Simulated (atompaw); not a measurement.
u(r) = r·R(r): atom against pseudo-atom (chlorine)

Columns: radius, all-electron u(r) and pseudo u(r) of the 3p shell (level -19.43 eV) of chlorine in the configuration [Ne] 3s2 3p4; PBE, scalar-relativistic, PAW (atompaw) scheme, atompaw 4.2.0.5.

```csv
r (bohr),all-electron,pseudo
0.062,-0.1090,0.0058
0.123,-0.2610,0.0227
0.185,-0.3592,0.0506
0.246,-0.3859,0.0878
0.308,-0.3537,0.1341
0.369,-0.2806,0.1866
0.431,-0.1802,0.2453
0.492,-0.0681,0.3066
0.554,0.0500,0.3706
0.615,0.1640,0.4334
0.677,0.2735,0.4956
0.738,0.3722,0.5536
0.800,0.4620,0.6080
0.862,0.5409,0.6569
0.923,0.6079,0.6989
0.985,0.6652,0.7351
1.046,0.7115,0.7641
1.108,0.7487,0.7869
1.169,0.7765,0.8033
1.231,0.7965,0.8142
1.292,0.8091,0.8199
1.354,0.8153,0.8211
1.415,0.8158,0.8184
1.477,0.8114,0.8122
1.538,0.8029,0.8030
1.600,0.7907,0.7907
```

How many radial nodes do the two functions have?

The all-electron 3p function has n − l − 1 = 1; the pseudo-wave has 0, since the states of the same l below it are removed with the core.

Is the pseudo-wave norm-conserving?

No, it belongs to a PAW set: the norm inside the radius is not constrained, and the difference is carried by the augmentation charge.
